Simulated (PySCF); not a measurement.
Sb(Me)2 (C2H6Sb), SMILES [Sb+]([CH3])[CH3] (connectivity only; charge and spin as stated), charge +1, multiplicity 1.

Geometry: B3LYP-D3(BJ)/def2-SVP. The spin state was assumed, not searched. The isomer is the one that the SMILES or the coordinates give; other isomers of the formula were not compared. The def2 effective core potentials stand for the cores of Sb; spin–orbit coupling is left out.

These are TDA-PBE/def2-SVPD in PySCF values and carry that method's errors.

Vertical excitations.  State labels are in the subgroup C2.

```csv
state,symmetry,energy (eV),λ (nm),f,main pairs
S1,B,2.26,549,0.008,HOMO→LUMO 99 %
S2,A,2.99,415,0.000,HOMO−1→LUMO 100 %
S3,A,4.75,261,0.000,HOMO−3→LUMO 99 %
S4,B,5.00,248,0.034,HOMO−2→LUMO 94 %
S5,B,5.13,242,0.001,HOMO−5→LUMO 98 %
S6,A,5.55,224,0.024,HOMO−4→LUMO 94 %
S7,B,6.92,179,0.179,"HOMO→LUMO+1 78 %, HOMO−1→LUMO+2 17 %"
S8,A,7.18,173,0.026,"HOMO→LUMO+2 65 %, HOMO−1→LUMO+1 33 %"
S9,A,7.85,158,0.000,HOMO→LUMO+3 88 %
S10,A,8.30,149,0.343,"HOMO−1→LUMO+1 39 %, HOMO→LUMO+2 21 %, HOMO−3→LUMO+1 19 %, HOMO→LUMO+3 9 %"
T1,B,1.35,916,0,HOMO→LUMO 100 %
T2,A,2.59,479,0,HOMO−1→LUMO 100 %
T3,B,4.46,278,0,HOMO−2→LUMO 100 %
T4,A,4.57,271,0,HOMO−3→LUMO 100 %
```
Triplets are in the Tamm–Dancoff approximation.
